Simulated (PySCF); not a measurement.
MoCl⁺ from Hartree–Fock to correlated methods

State: ⁵Σ⁺ (quintet), unpaired electrons π ↑↑, δ ↑↑. Set-up: Mo def2-TZVPPD with ECP28, Cl def2-TZVPPD; scalar-relativistic core potentials (PySCF 2.14). De refers to Mo⁺ (4d5) + Cl in their high-spin ground configurations, without counterpoise correction. The functionals are run spin-unrestricted. A positive dipole points towards Cl; it is taken about the centre of mass and depends on that origin.

```tsv
Level	Re (Å)	ωe (cm⁻¹)	De (eV)	μ (D)	CPU s a point (SCF and correlation, without the integrals)
UHF	2.279	434	n/a	-6.84	1.9
UHF-MP2	2.209	464	n/a	n/a	3
UHF-SCS-MP2	2.222	459	n/a	n/a	n/a
UHF-CCSD	2.230	453	2.35	n/a	n/a
UHF-CCSD(T)	2.227	453	2.57	n/a	120
PBE	2.213	445	3.22	-4.19	0.99
PBEsol	2.196	458	3.47	-4.08	1
revPBE	2.222	438	3.00	-4.28	0.64
BLYP	2.238	430	3.17	-4.23	0.67
r²SCAN	2.217	449	2.97	-4.71	1.2
PBE0	2.210	456	2.82	-4.85	2.8
B97-3	2.223	449	3.02	-4.92	1.8
M06-2X	2.214	451	3.00	-5.03	2.6
ωB97X	2.215	461	3.00	-5.34	3.7
```

Which functional lies closest to UHF-CCSD(T) in De, which farthest, and by how much do they differ from it?

Closest is PBE0 (-1.7 pm in Re, +0.7 % in ωe, +0.25 eV in De against UHF-CCSD(T) in the same basis), farthest PBEsol (-3.1 pm in Re, +1.1 % in ωe, +0.90 eV in De). CCSD(T) converges more slowly with the basis than the functionals do and binds too weakly in this one, so the order can change at the basis-set limit.

What does a quarter of exact exchange do here, going from PBE to PBE0?

PBE0 less PBE: -0.3 pm in Re, +2.5 % in ωe, -0.40 eV in De. Exact exchange removes part of the self-interaction that spreads semilocal densities, and in most molecules shortens and stiffens the bond and lowers De; so it does here.

What does the step from GGA to meta-GGA do here, going from PBE to r²SCAN?

r²SCAN less PBE: +0.4 pm in Re, +0.9 % in ωe, -0.25 eV in De. 

Correlated steps freeze 5 core orbitals. The metal atom is held in its measured ground configuration; semilocal functionals can put another filling of s and d lower by some tenths of an eV, and De to that atom would be smaller. Spin–orbit coupling is left out, which matters for elements this heavy, above all for dissociation energies. For an ion De counts to the pair picked by the measured ionisation energies or electron affinities, which need not be the lowest pair at this level. Counting both spins, an empty level lies below a filled one in some of these solutions, because spin and occupation are held. With d or f electrons several states lie close, and the lowest PBE0 determinant need not be the measured ground state.

The whole job (state search and all levels along the bond) took about 12 min on 2 threads of AMD EPYC 9R45 96-Core (shared host), peak memory 6.1 GiB.
